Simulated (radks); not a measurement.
Q: Species: Eu3+. Configuration: [Kr] 4d10 4f6 5s2 5p4 6p2 (not the ground configuration). Calculated with a radial shooting solver on a logarithmic mesh with Libxc functionals: Dirac Kohn-Sham, PBE, spin-unpolarised, spherical densities, point nucleus; open shells are shared between the two j in proportion to 2j + 1. Some entries of the table are withheld. Estimate them.

orbital      occ.  eigenvalue (hartree)  r(max) (bohr)  <r^2> (bohr^2)
1s1/2           2             -1777.489        0.01420       0.0006791
2s1/2           2             -293.1496        0.08071         0.01062
2p1/2           2             -278.1760        0.06107        0.007724
2p3/2           4             -254.3603        0.06680        0.008963
3s1/2           2             -65.82894         0.2291         0.07106
3p1/2           2             -59.36732         0.2162         0.06632
3p3/2           4             -54.51242         0.2283         0.07345
3d3/2           4             -43.34048         0.1818         0.05886
3d5/2           6             -42.28427         0.1852         0.06085
4s1/2           2             -14.40739         0.5275          0.3609
4p1/2           2             -11.91012         0.5326          0.3805
4p3/2           4             -10.83542         0.5584          0.4194
4d3/2           4              -6.72344         0.5678          0.4828
4d5/2           6              -6.52970         0.5762          0.4980
5s1/2           2              -3.10861          1.209           1.949
5p1/2     1.33333              -2.38469            (1)             (2)
5p3/2     2.66667              -2.21356            (3)             (4)
4f5/2     2.57143              -1.71247         0.5816          0.8900
4f7/2     3.42857              -1.68663         0.5862          0.9084
5d3/2           0                   (5)          1.686           4.410
5d5/2           0                   (6)          1.711           4.540
6s1/2           0                   (7)          2.787           9.706
6p1/2    0.666667              -0.81112          3.140           12.28
6p3/2     1.33333              -0.77734          3.262           13.18
5f5/2           0              -0.46883          3.387           16.30
5f7/2           0              -0.46756          3.400           16.41
7p1/2           0                   (8)          6.072             (9)
7p3/2           0                  (10)          6.252            (11)

A: 
(1) 5p1/2 r(max) (bohr): 1.303
(2) 5p1/2 <r^2> (bohr^2): 2.352
(3) 5p3/2 r(max) (bohr): 1.368
(4) 5p3/2 <r^2> (bohr^2): 2.592
(5) 5d3/2 eigenvalue (hartree): -1.20968
(6) 5d5/2 eigenvalue (hartree): -1.18918
(7) 6s1/2 eigenvalue (hartree): -1.00408
(8) 7p1/2 eigenvalue (hartree): -0.38858
(9) 7p1/2 <r^2> (bohr^2): 40.89
(10) 7p3/2 eigenvalue (hartree): -0.37576
(11) 7p3/2 <r^2> (bohr^2): 43.28
